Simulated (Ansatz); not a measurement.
Frontier orbitals of `BC[CH2][GaH2]`.

```xyz
12

B     1.463   -0.436   -0.218
C     0.689    0.489    0.738
C    -0.818    0.223    0.812
Ga   -1.345   -0.311   -1.030
H     2.640   -0.641   -0.183
H     0.856   -0.950   -1.144
H     1.172    0.655    1.707
H     0.864    1.442    0.188
H    -1.019   -0.600    1.502
H    -1.373    1.090    1.179
H    -1.144    0.746   -2.184
H    -1.986   -1.707   -1.366
```

Charge 0, multiplicity 1. Correlated methods include outer-core shells of Ga, which these sets cover unevenly. Scalar relativity is left out up to krypton. All single points use the PBE0-D4/def2-TZVP geometry. It is one conformer, not always the lowest. Basis def2-TZVPP, Ansatz.

| functional | HOMO (eV) | LUMO (eV) | gap (eV) |
| --- | --- | --- | --- |
| LDA (SPW92) | -6.36 | -2.97 | 3.39 |
| PBE | -6.23 | -2.70 | 3.53 |
| revPBE | -6.18 | -2.58 | 3.60 |
| BLYP | -6.11 | -2.55 | 3.56 |
| PBE0 | -7.41 | -1.67 | 5.74 |
| ωB97M-V | -9.60 | 0.24 | 9.84 |
| HF | -10.22 | 1.75 | 11.97 |

Against PBE, PBE0 changes HOMO and LUMO by −1.17 and +1.03 eV, ωB97M-V by −3.37 and +2.94 eV. A gap of 3.54 eV thus becomes 9.85 eV for the same molecule, so an orbital gap means little without its functional. A positive LUMO is unbound and depends on the basis.
